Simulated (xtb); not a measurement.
Job for xtb: GFN2-xTB on CH6O2 (a complex), monomers drawn apart or pushed together.

```
$ xtb mol.xyz --gfn 2 --sp --chrg 0 --uhf 0
9

O      0.14487543    -0.00836163    -0.15266882
H     -0.32316554    -0.70630735    -0.62397733
H     -0.14574739     0.81884071    -0.55223325
C      0.65177454    -0.24144663     3.24657655
O     -0.51447489    -0.05330024     2.46831867
H      1.15377914    -1.19088047     3.02252720
H      0.34802819    -0.25709950     4.29370341
H      1.37724086     0.57073581     3.11361718
H     -0.26119155    -0.03882430     1.53279425
```

**Question.** Predict the final total energy.

**Answer.** -13.3031 hartree.
